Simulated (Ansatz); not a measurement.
Reactions of `BO[C](=O)[GeH3]`.

Gas-phase electronic energies from Ansatz, PBE0-D4/def2-TZVP geometries. CCSD(T)/CBS is the MP2 limit (def2-TZVPP, def2-QZVPP) plus CCSD(T) − MP2 in def2-TZVPP, frozen cores. For Ga, Ge outer-core shells are correlated without core-valence functions, which leaves a few kJ/mol of doubt a bond. Scalar relativity is left out up to krypton. Each species was taken in one conformer, which may not be the lowest.

Problem. Order these by ΔE at CCSD(T)/CBS, lowest first. (Best estimate.)
A. `BO[C](=O)[GeH3]` + `[OH][GaH2]` → `B[O][GaH2]` + `O=[C](O)[GeH3]`
B. `BO[C](=O)[GeH3]` + `OB(S)Cl` → `BSB(O)Cl` + `O=[C](O)[GeH3]`
C. `BO[C](=O)[GeH3]` + `CCCO` → `BOCCC` + `O=[C](O)[GeH3]`

Solution. C (-0.45 eV), A (-0.25 eV), B (+0.34 eV).

Largest T1 diagnostic: 0.016, for `B[O][GaH2]`.
